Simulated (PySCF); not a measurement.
Identify the unknown among the candidates.

All candidates are C5H10Si.

| technique | computed result |
| --- | --- |
| Dipole | 0.20 D [PBE0/def2-SVPD] |
| 1H NMR | chemical shifts (computed TMS as zero) by class: 6.02 (1 H), 5.98 (1 H), 4.37 (1 H), 4.00 (1 H), 2.20 (1 H), 1.83 (1 H), 1.77 (1 H), 1.24 (3 H) ppm [GIAO PBE0/pcSseg-1] |
| Rotational structure | rotational constants A, B, C: 4.020, 2.887, 1.884 GHz [GFN2-xTB] |
| 13C NMR | chemical shifts (computed TMS as zero) by class: 146.8 (1 C), 136.9 (1 C), 27.8 (1 C), 21.6 (1 C), 17.3 (1 C) ppm [GIAO PBE0/pcSseg-1] |
| Triplet | lowest triplet excitation (Tamm–Dancoff): 4.44 eV [TDA PBE0/def2-SVPD] |
| NMR, other nuclei | isotropic shieldings of nuclei other than C and H, by class: 376 (1 Si) ppm [GIAO PBE0/pcSseg-1] |

The electronic properties come from PySCF, for the isolated species, density fitting. Levels stand in brackets. Geometry: GFN2-xTB; no solvent, vibrations or thermal averaging. Each NMR value is the plain mean over a class of atoms that symmetry, rotation or inversion makes alike.

Question: Which candidate is it?
A. `C=C(C)[C@@H]1C[SiH2]1`
B. `C[C@H]1C=CC[SiH2]1`
C. `C#CC[C@@H](C)[SiH3]`
D. `C=C[SiH2]C(=C)C`
E. `C=CC1C[SiH2]C1`

Answer: B. It is `C[C@H]1C=CC[SiH2]1`. Numbering: `[CH3:1][C@H:2]1[CH:3]=[CH:4][CH2:5][SiH2:6]1`. Its formula, C5H10Si, gives 2 degrees of unsaturation: 1 ring and 1 π bond in the structure found. 5 carbons fall into 5 classes; from least to most shielded: alkene CH carbon [C3] (146.8 ppm), alkene CH carbon [C4] (136.9 ppm), ring sp3 carbon bound to silicon [C2] (27.8 ppm), methyl carbon [C1] (21.6 ppm), ring sp3 carbon bound to silicon [C5] (17.3 ppm). Hydrogen classes from least to most shielded: 1 H on an alkene CH carbon, C4 (6.02 ppm), 1 H on an alkene CH carbon, C3 (5.98 ppm), 1 H on an SiH2 silicon, Si6 (4.37 ppm), 1 H on an SiH2 silicon, Si6 (4.00 ppm), 1 H on an sp3 carbon bound to silicon, C2 (2.20 ppm), 1 H on an sp3 carbon bound to silicon, C5 (1.83 ppm), 1 H on an sp3 carbon bound to silicon, C5 (1.77 ppm), 3 H on a methyl carbon, C1 (1.24 ppm, a mean of values up to 0.6 ppm apart in this geometry). The other shieldings belong to: 376 ppm, SiH2 silicon [Si6]. The optimised geometry has point group C1 and is an asymmetric top.

The others, at the same levels:
- `C=C[SiH2]C(=C)C` fails: its computed 13C shifts are 151.4 (1 C), 143.9 (1 C), 142.5 (1 C), 135.3 (1 C), 27.3 (1 C) ppm, 1H shifts are 6.46 (1 H), 6.45 (1 H), 6.31 (1 H), 6.04 (1 H), 5.78 (1 H), 4.59 (2 H), 2.00 (3 H) ppm and rotational constant A is 5.029 GHz (against 4.020 GHz).
- `C=CC1C[SiH2]C1` fails: it has 4 carbon classes against 5; its computed 13C shifts are 155.4 (1 C), 115.2 (1 C), 42.2 (1 C), 16.8 (2 C) ppm, 1H shifts are 6.37 (1 H), 5.12 (1 H), 5.05 (1 H), 4.87 (1 H), 4.74 (1 H), 3.02 (1 H), 1.98 (2 H), 1.14 (2 H) ppm and rotational constant A is 7.246 GHz (against 4.020 GHz).
- `C#CC[C@@H](C)[SiH3]` fails: its computed 13C shifts are 89.2 (1 C), 75.9 (1 C), 25.3 (1 C), 20.1 (1 C), 18.3 (1 C) ppm, 1H shifts are 3.73 (3 H), 2.54 (1 H), 1.92 (1 H), 1.47 (1 H), 1.32 (3 H), 1.16 (1 H) ppm and lowest triplet excitation (Tamm–Dancoff) is 5.43 eV (against 4.44 eV).
- `C=C(C)[C@@H]1C[SiH2]1` fails: its computed 13C shifts are 153.1 (1 C), 113.9 (1 C), 21.9 (1 C), 21.2 (1 C), -0.5 (1 C) ppm, 1H shifts are 5.18 (1 H), 5.02 (1 H), 2.70 (1 H), 2.54 (1 H), 2.21 (1 H), 1.53 (3 H), 0.92 (1 H), 0.82 (1 H) ppm and rotational constant A is 5.088 GHz (against 4.020 GHz).

Each candidate is one conformer, not necessarily the lowest. The conformers computed, where there is a choice (atom-mapped SMILES and torsion angles):
- `[CH2:1]=[CH:2][SiH2:3][C:4](=[CH2:5])[CH3:6]`: C1–C2–Si3–C4 -117°, C2–Si3–C4–C5 -121°
- `[CH2:1]=[CH:2][CH:3]1[CH2:4][SiH2:5][CH2:6]1`: C1–C2–C3–C4 125°
- `[CH:1]#[C:2][CH2:3][C@@H:4]([CH3:5])[SiH3:6]`: C2–C3–C4–C5 64°
- `[CH2:1]=[C:2]([CH3:3])[C@@H:4]1[CH2:5][SiH2:6]1`: C1–C2–C4–C5 -156°

The conformers of `C[C@H]1C=CC[SiH2]1` aren't listed.
